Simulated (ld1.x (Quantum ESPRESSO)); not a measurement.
What one change does to a pseudopotential (boron, PAW)

ld1.x (Quantum ESPRESSO) 7.5 input, shortened:

```
&input
   title='B', zed=5., rel=1, dft='PBESOL', iswitch=3,
   config='[He] 2s2 2p1 3d-2'
 /
 &inputp
   pseudotype=3, lpaw=.true., tm=.true., lloc=-2, rcloc=2.30,
   nlcc=.true., rcore=0.65,
   which_augfun='PSQ', rmatch_augfun_nc=.true.
 /
5
2S  1  0   2.00   0.00  1.10  1.30  0.0
2S  1  0   0.00  -0.15  1.10  1.30  0.0
2P  2  1   1.00   0.00  3.85  4.15  0.0
2P  2  1   0.00   0.15  3.85  4.15  0.0
3D  3  2  -2.00  -0.05  3.75  4.40  0.0
 &test
   configts(1)='2s2 2p1'
 /
```

All-electron outer shells of the reference configuration (PBEsol, scalar-relativistic, ld1.x):

| shell | level (eV) | outermost node (bohr) | outermost maximum (bohr) |
| --- | --- | --- | --- |
| 1s | -179.55 | – | 0.21 |
| 2s | -9.36 | 0.46 | 1.52 |
| 2p | -3.56 | – | 1.59 |

Change: waves 2p (bound): rcut 3.85, rcutus 4.82 bohr; 2p channel at 0.15 Ry: rcut 3.85, rcutus 4.82 bohr.

Cutoffs: the cutoffs (Ry, on a coarse ladder) from which the occupation-weighted sum of valence levels, in a spherical-Bessel basis at the reference potential, stays within 10 and 1 mRy of its value at 400 Ry; they do not see the model core or the augmentation charge, which bear on the density cutoff. Errors are all-electron minus pseudo energies relative to the spin-unpolarised reference configuration.

Problem. How do hardness, ghosts and transferability respond?

Solution. The potential gets neither clearly harder nor softer (15 Ry and 21 Ry → 15 Ry and 21 Ry); the number of tests that count goes from 7 to 4; of the 4 tests that both files solve, the error grows in 2 and shrinks in 2 by more than 15 % and 0.3 meV (median size 14.9 → 6.0 meV); neither file shows a bound ghost at the reference potential, the only one tested.

| quantity | base | changed |
| --- | --- | --- |
| cutoff, loose | 15 Ry | 15 Ry |
| cutoff, tight | 21 Ry | 21 Ry |
| bound ghosts | none | none |
| tests counted (converged, no solver errors) | 7 of 7 | 4 of 7 |
| error for 2s2 2p0, meV [ΔE 8.14 eV] | +26 | +2.9 |
| error for 2s1 2p0, meV [ΔE 33.40 eV] | +16 | -19 |
| error for 2s2 2p0.5, meV [ΔE 2.86 eV] | +14 | -5.1 |
| error for 2s1 2p2, meV [ΔE 5.82 eV] | +2.5 | +7.0 |
| lowest overlap eigenvalue by channel | s 0.29, p 0.18, d 0.85 | s 0.29, p 0.08, d 0.85 |

Changed file: Tests not counted: 2s2 2p1.3 (solver errors, printed error -52.2 eV); 2s0 2p3 (solver errors, printed error -45.7 eV); 2s1 2p1 (solver errors, printed error -3.4 eV).
